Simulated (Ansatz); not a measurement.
```xyz
6

C     0.0000    0.0000   -0.6655
C     0.0000    0.0000    0.6655
H     0.0000   -0.8579   -1.1984
H     0.0000    0.8579   -1.1984
H    -0.8579    0.0000    1.1984
H     0.8579    0.0000    1.1984
```

Basis set: 6-31G* (spherical functions). Frozen core: 2 orbitals. Charge 0, multiplicity 3.

Computed with Ansatz (development build ahead of 0.2.0); each method stands on the lowest determinant of its kind that the runs found.

(1) Give the atomization energy at this shape (free ground-state atoms in the same class of orbitals less the molecule, no zero-point energy) of triplet C₂H₄ by UHF-MP2, UHF.

## Answers

(1)

| method | atomization energy |
| --- | --- |
| UHF-MP2 | 18.67 eV |
| UHF | 15.75 eV |

Caution: another spin multiplicity may lie lower; the shape is not the minimum.
